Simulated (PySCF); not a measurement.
# Calculated NMR parameters of C=CCCC1=CC(=O)[SiH2]C1

```
Formula                               : C8H12OSi
SMILES                                : C=CCCC1=CC(=O)[SiH2]C1
InChI                                 : InChI=1S/C8H12OSi/c1-2-3-4-7-5-8(9)10-6-7/h2,5H,1,3-4,6,10H2
Point group of the computed structure : C1
Degrees of unsaturation               : 4
Carbon signals                        : 8
Proton signals                        : 8
```

Mapped SMILES: `[CH2:1]=[CH:2][CH2:3][CH2:4][C:5]1=[CH:6][C:7](=[O:8])[SiH2:9][CH2:10]1`. Each H is labelled by its parent atom. Ha(C1) is cis to C3; Hb(C1) is trans to C3.

- GFN2-xTB structure
- NMR shieldings at PBE0/pcSseg-1/GIAO
- code: PySCF
- gas phase, non-relativistic, one conformer, fast rotation and ring inversion assumed for equivalent nuclei

δ = σ(ref) − σ, references computed at the same level: TMS for $^{1}$H (σref 31.72), $^{13}$C (σref 186.93), $^{29}$Si (σref 349.16); H2O for $^{17}$O (σref 336.08).

| carbon | δC, type | δH (multiplicity) | HMBC from (2–3 bonds) | span of the C tensor (ppm) |
| --- | --- | --- | --- | --- |
| C1 | 122.5, CH2 | Ha(C1) 5.32 (m); Hb(C1) 5.24 (m) | H(C2), H(C3) | 207 |
| C2 | 146.1, CH | 5.84 (m) | Ha(C1), Hb(C1), H(C4), H(C3) | 237 |
| C3 | 36.9, CH2 | 2.47 (m) | H(C2), Ha(C1), Hb(C1), H(C4) | 26 |
| C4 | 41.8, CH2 | 2.62 (m) | H(C6), H(C2), H(C3), H(C10) | 29 |
| C5 | 185.3, C | – | H(C6), H(Si9), H(C4), H(C3), H(C10) | 272 |
| C6 | 149.8, CH | 6.29 (s) | H(Si9), H(C4), H(C10) | 169 |
| C7 | 234.7, C | – | H(C6), H(Si9), H(C10) | 192 |
| C10 | 14.7, CH2 | 1.65 (m) | H(C6), H(Si9), H(C4) | 41 |

Other nuclei:
| atoms | nucleus | environment | δ (ppm) | σ (ppm) |
| --- | --- | --- | --- | --- |
| H(Si9) | $^{1}$H | hydrogen on a silicon bonded to 2 C, in a 5-membered ring | 4.06 | 27.66 |
| Si9 | $^{29}$Si | silicon bonded to 2 C, 2 H, in a 5-membered ring | -73.5 | 422.6 |
| O8 | $^{17}$O | carbonyl oxygen | 814.1 | -478.0 |

- Carbon types of the structure: 2 × C, 2 × CH, 4 × CH2, leaving 2 H on heteroatoms.
- δC 234.7: carbonyl carbon.
- δC 185.3: β carbon of a C=C–C=O unit; conjugation with the carbonyl draws π density from the β position.
- δC 149.8: α carbon of a C=C–C=O unit; an sp2 carbon of a C=C bond.
- δC 146.1: alkene CH; an sp2 carbon of a C=C bond.
- δC 122.5: terminal =CH2 carbon; as expected for a trigonal carbon in a double bond.

Shifts are as computed. Against solution values, carbons near 30 ppm lie about +3 ppm off and those near 130 ppm about +5 ppm. Of 1211 compounds with measured shifts, 218 miss one by over three times the rms of a fit or turn the order of signals round; such compounds aren't used in these exercises. Unscaled 17O shifts of doubly bonded oxygen tend to come out too high, by tens of ppm or more. Experimental scales use liquid or dissolved standards, which lie at an offset from isolated H2O (liquid H2O: subtract about 36 ppm). No couplings were computed; multiplicities are counted from neighbouring protons, with m where these are inequivalent, close in shift, in a saturated or five-membered ring or joined by F or P, and br s for small geminal =CH2 splittings.
